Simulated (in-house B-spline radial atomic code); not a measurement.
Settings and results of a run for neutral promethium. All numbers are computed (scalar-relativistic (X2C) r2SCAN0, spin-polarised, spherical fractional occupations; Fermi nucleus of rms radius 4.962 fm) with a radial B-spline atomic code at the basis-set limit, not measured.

Command:
```bash
python run_scf.py task.json out
```
Settings (nuclear radius in fm, mass in u):
```
Z                61
configuration    [Xe] 4f5 6s2
hamiltonian      x2c
method           r2scan0
spin_polarised   True
nucleus          fermi
rms_radius       4.962
atomic_mass      144.91276
speed_of_light   137.035999084
```

Output (hartree, bohr):
```
 radial grid: 77 intervals, B-splines of order 8, outer radius 50 bohr

 iter        energy (Eh)    residual
    1      -10019.686172    1.30e-01
    2      -10019.699377    2.23e-03
    3      -10019.699441    1.44e-03
    4      -10019.699458    6.66e-04
    5      -10019.699467    1.80e-04
    6      -10019.699467    1.30e-04
    7      -10019.699468    3.59e-05
    8      -10019.699468    1.91e-05
    9      -10019.699468    1.28e-05
   10      -10019.699468    3.61e-06
   11      -10019.699468    7.16e-07
   12      -10019.699468    5.23e-07

 total energy                    -10019.69947
 kinetic                           10837.3958
 electron-nucleus                 -24523.3873
 Hartree                            3898.0659
 exact exchange                      -56.8948
 exchange-correlation               -174.8792

 orbital      occ     eigenvalue          <r>       <r^2>       <1/r>       r_max
 1s up      1.000     -1656.8664    0.0224931 0.000698315     71.8792     0.01397
 1s down    1.000     -1656.8662    0.0224931 0.000698315     71.8792     0.01397
 2s up      1.000      -270.9926    0.0982798   0.0114668     16.5485     0.08362
 2s down    1.000      -270.9931    0.0982785   0.0114664     16.5486     0.08362
 2p up      3.000      -242.2002    0.0867293  0.00919938     14.7821     0.06721
 2p down    3.000      -242.2005    0.0867281  0.00919903     14.7822     0.06721
 3s up      1.000       -59.7921     0.259678    0.077209     5.93303      0.2384
 3s down    1.000       -59.7214     0.259483   0.0770875     5.93832      0.2383
 3p up      3.000       -50.6308     0.258015   0.0772796     5.43025      0.2335
 3p down    3.000       -50.5574     0.257762   0.0771201     5.43572      0.2334
 3d up      5.000       -37.9011     0.236276   0.0657138     5.10151       0.192
 3d down    5.000       -37.8362     0.235913   0.0654863     5.10753      0.1919
 4s up      1.000       -12.2647     0.593564    0.397545      2.4311      0.5527
 4s down    1.000       -12.0706     0.593074     0.39684     2.43241      0.5522
 4p up      3.000        -9.2188     0.627896    0.448317     2.20388      0.5763
 4p down    3.000        -9.0147     0.627321    0.447474     2.20514      0.5757
 4d up      5.000        -4.8456     0.689685    0.551966     1.91959      0.6039
 4d down    5.000        -4.6152     0.689553    0.552033     1.91945       0.603
 5s up      1.000        -1.7187      1.43891      2.3284    0.926322        1.29
 5s down    1.000        -1.6173      1.46758      2.4236    0.903283       1.306
 5p up      3.000        -0.9509      1.67718     3.19655    0.779268       1.457
 5p down    3.000        -0.8757      1.72056     3.36827    0.755367       1.481
 4f up      5.000        -0.1591      1.02909     1.45217      1.3174      0.6399
 6s up      1.000        -0.1537      4.39369     21.8252    0.283191       3.763
 6s down    1.000        -0.1434      4.59827     23.9363    0.270018       3.918
```

Time taken, with all properties: 0.86 s on 1 thread of Arm Neoverse V2, with other jobs on the host.

Caution: exact exchange at fractional occupations of open shells leaves self-interaction of up to several eV.

One-electron X2C: radii and densities carry no picture-change correction, so inner-shell <1/r> comes out high (for 1s by about 2 % at Z = 33, 5 % at 54, 10 % at 75, 30 % at 118) and <r> low.
